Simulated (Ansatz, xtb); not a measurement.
# Relative energy of two isomers of C3H8O2SSi

We compare a, `O[Si@@H]1C[C@@H](S)CO1`, a singlet, with b, `CS[SiH]1OCCO1`, a singlet. Both are isolated molecules in the gas phase, relaxed with PBE0-D3(BJ)/def2-SVP, each in the lowest conformer that the search found.

Quicker runs give these differences E(b) − E(a): GFN2-xTB −10.60 kcal/mol; HF/STO-3G −19.22 kcal/mol (at GFN2-xTB geometries); r2SCAN-D4/def2-SVP −2.00 kcal/mol (at GFN2-xTB geometries).

Task: Estimate E(b) − E(a) at the level CCSD(T)/def2-SVP + ΔMP2/def2-TZVPP.

Result: Not settled: CCSD(T)/def2-SVP + ΔMP2/def2-TZVPP gives E(b) − E(a) = −1.19 kcal/mol, but this leans on the basis-set step: CCSD(T) alone gives −0.66 kcal/mol.

The same difference at several levels:

| level | geometry | E(b) − E(a) (kcal/mol) | departure from the last row (kcal/mol) | job, with rough time for the two |
| --- | --- | --- | --- | --- |
| GFN2-xTB | GFN2-xTB | −10.60 | −9.40 | optimisation, 0.2 s |
| HF/STO-3G | GFN2-xTB | −19.22 | −18.02 | single point, 0.34 s |
| r2SCAN-D4/def2-SVP | GFN2-xTB | −2.00 | −0.81 | single point, 3.5 s |
| PBE0-D3(BJ)/def2-SVP | PBE0-D3(BJ)/def2-SVP | −2.80 | −1.60 | optimisation, 47 s |
| HF/def2-SVP | PBE0-D3(BJ)/def2-SVP | −5.16 | −3.97 | part of the CCSD(T) run |
| MP2/def2-SVP | PBE0-D3(BJ)/def2-SVP | +0.94 | +2.13 | part of the CCSD(T) run |
| CCSD(T)/def2-SVP | PBE0-D3(BJ)/def2-SVP | −0.66 | +0.53 | single point |
| CCSD(T)/def2-SVP + ΔMP2/def2-TZVPP | PBE0-D3(BJ)/def2-SVP | −1.19 |  | single point, 66 s |

As drawn, b has 1 S–Si, 1 C–O, 2 C–H in place of 1 C–Si, 1 C–C, 1 O–H, 1 S–H.

MP2/def2-SVP puts the two in the other order. The largest departure from CCSD(T)/def2-SVP + ΔMP2/def2-TZVPP is that of HF/STO-3G, 18.02 kcal/mol. The last row adds to CCSD(T) the change of the MP2 difference between the two basis sets, here −0.53 kcal/mol.

With thermal terms from frequencies at re-optimised GFN2-xTB minima (ideal gas, soft modes damped towards free rotors, one conformer each, 298.15 K, 1 atm): on the last row, ΔE + ΔZPE = +0.96, ΔH = +1.11, ΔG = +0.11 kcal/mol.

The correlated steps freeze 15 core orbitals. Mirror images aren't counted in ΔG. Programs: Ansatz 0.2.0, xtb 6.7.1; the last row on 4 threads of Arm Neoverse V2 on a shared host.
